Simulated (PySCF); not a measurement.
[VCl5]2- holds V(III), d2, at total charge -2. The structure is a PBE0-D3(BJ)/def2-TZVP, IEF-PCM water geometry optimised for multiplicity 3; coordination trigonal bipyramidal, point group C3v, metal–donor distances 2.28–2.45 Å.

```
6

V     0.0000    0.0000    0.0000
Cl    0.0000    0.0000    2.3834
Cl    0.0000    0.0000   -2.4485
Cl    2.2789    0.0000   -0.0706
Cl   -1.1394    1.9736   -0.0706
Cl   -1.1394   -1.9736   -0.0706
```

Method (PySCF 2.14, density fitting): CASSCF(2,5) with orbitals averaged over all microstates of the shell, strongly contracted NEVPT2 on the averaged canonical orbitals; basis x2c-TZVPall on the metal, x2c-SVPall elsewhere; spin-free X2C; IEF-PCM water; spin-orbit coupling by state interaction with the mean-field operator over all roots.

What is the ground state?

3A2 (S = 1, orbital degeneracy 1), orbital occupations from the lowest 0.9 0.9 0.1 0.1 0.0, by NEVPT2.

List the excited states of the same spin.

By NEVPT2: 3A2 at 4163 cm⁻¹; 3A1 at 4187 cm⁻¹; 3E at 6418 cm⁻¹ (1558 nm); 3E at 18386 cm⁻¹ (544 nm); 3A2 at 18526 cm⁻¹ (540 nm); 3E at 21392 cm⁻¹ (467 nm). The strongest, at 4163 cm⁻¹, has f = 1.6e-04.

Which is the lowest state of another spin?

1E at 11770 cm⁻¹ by NEVPT2; CASSCF alone puts it at 13842 cm⁻¹ above the same ground state.

Give the fitted ligand-field and repulsion parameters.

At CASSCF level (the NEVPT2 levels don't fit a ligand-field model well): orbital energies 0, 1, 4222, 4223, 11625 cm⁻¹; B = 912 cm⁻¹; C = 3465 cm⁻¹; B over its free-ion value at the same level 0.840; rms of the fit 186 cm⁻¹; ζ = 170 cm⁻¹ (free ion 209).

What magnetic behaviour follows?

The ground multiplet follows a spin Hamiltonian with S = 1, g = 1.868, 1.869, 1.994, D = 7.51 cm⁻¹, E/|D| = 0.00 (spin-orbit part alone); the lowest levels hold 100 % of the spin-free ground state. μeff is 2.80 μB at 300 K and 2.59 μB at 10 K; the spin-only value is 2.83 μB.

Charge-transfer states lie outside this active space and may come lower than some of these levels. NEVPT2 lifts 3A2 from 3406 to 4163 cm⁻¹; on the d shell alone such lifts tend to overshoot. NEVPT2 on the d shell alone tends to put d–d bands too high for such charged or covalently bound ions.
